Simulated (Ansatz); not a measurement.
`C[Si](C)(F)Cl` + HCl → `C[Si](C)(Cl)Cl` + H–F  (ligand exchange at the Si–F bond)

Computed with Ansatz on PBE0-D4/def2-TZVP structures; ΔE is electronic, products minus reactants. CCSD(T)/CBS is the MP2 limit (def2-TZVPP, def2-QZVPP) plus CCSD(T) − MP2 in def2-TZVPP, frozen cores. This one scheme is used for every species. Functionals use def2-TZVPP.

`C[Si](C)(F)Cl`:

```xyz
11

C     1.233    1.008    0.145
Si   -0.052   -0.244    0.584
C    -1.112   -0.804   -0.822
F     0.679   -1.522    1.206
Cl   -1.254    0.520    2.067
H     0.769    1.914   -0.251
H     1.819    1.281    1.025
H     1.913    0.608   -0.613
H    -1.659    0.038   -1.251
H    -1.838   -1.546   -0.483
H    -0.498   -1.254   -1.607
```

HCl:

```xyz
2

Cl    0.243    0.496   -0.323
H    -0.243   -0.496    0.323
```

`C[Si](C)(Cl)Cl`:

```xyz
11

C    -1.540    0.441   -0.015
Si    0.057   -0.319    0.528
C     1.470   -0.048   -0.636
Cl    0.562    0.455    2.367
Cl   -0.225   -2.345    0.759
H    -1.849    0.027   -0.977
H    -2.326    0.243    0.716
H    -1.429    1.524   -0.118
H     1.241   -0.476   -1.615
H     2.376   -0.522   -0.254
H     1.662    1.021   -0.756
```

H–F:

Z-matrix (Å, degrees):
```
F
H 1 0.920
```

```json
{"level": "revPBE", "ΔE (kJ/mol)": "41.7"}
{"level": "r2SCAN", "ΔE (kJ/mol)": "47.3"}
```

Question: What does CCSD(T)/CBS give? (Best estimate.)

Answer: Ansatz gave: +41.1 kJ/mol. The listed levels differ from it by 0.6, 6.2 kJ/mol.

Largest T1 diagnostic among the species: 0.010.

The D4 term adds −7.9 kJ/mol with B3LYP and −4.3 kJ/mol with PBE0; it sums over pairs of atoms, weighted by their polarisabilities, and B3LYP, whose exchange is more repulsive, gets the larger term. At CCSD(T), def2-SVP lies +4.4 kJ/mol from the extrapolated value and def2-TZVPP +4.7 kJ/mol. Leaving LDA and LC-ωPBE aside and taking each functional with its dispersion term where it has one, the values, not all of them listed here, spread over 19.6 kJ/mol, from revPBE-D4 to CAM-B3LYP-D4.

CCSD(T)/CBS has its own doubt, a few kJ/mol and more with outer-core shells, so smaller differences from it don't rank the levels.

B3LYP here is the variant with VWN-RPA as its local correlation; programs differ in this.
